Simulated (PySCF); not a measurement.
Job for PySCF: R-B3LYP/3-21G on C4H8O (a complex), monomers drawn apart or pushed together.

```python
from pyscf import gto, scf, dft, mp
from pyscf.data.elements import chemcore

mol = gto.M(
    atom='''
    O     0.01108668   -0.48708049   -0.14963057
    H    -0.72461800   -0.57597182    0.46702976
    H     0.73591533   -0.17960363    0.40665172
    C    -1.69112426   -0.70871704    2.86960450
    C    -0.72923996    0.20750680    2.73950055
    C     0.69118875   -0.08957649    2.81009660
    C     1.65366803    0.81549662    2.62015688
    H    -1.45545508   -1.75088316    3.05159288
    H    -2.73822921   -0.44562422    2.80583208
    H    -0.99751904    1.24413824    2.55639952
    H     0.95921228   -1.12130318    3.01939735
    H     2.70086701    0.55125952    2.67728076
    H     1.41822826    1.85212426    2.40863007
    ''',
    basis='3-21g',
    charge=0, spin=0, verbose=3, max_memory=1800)
mf = dft.RKS(mol, xc='b3lyp')
mf.conv_tol = 1e-8
mf.max_cycle = 100
mf.kernel()
if not mf.converged:
    mf = mf.newton().run(mf.mo_coeff, mf.mo_occ)
```

Program output:

```
converged SCF energy = -231.118584394013
```

The run converged.

Cost: around 3 core-seconds (rough).
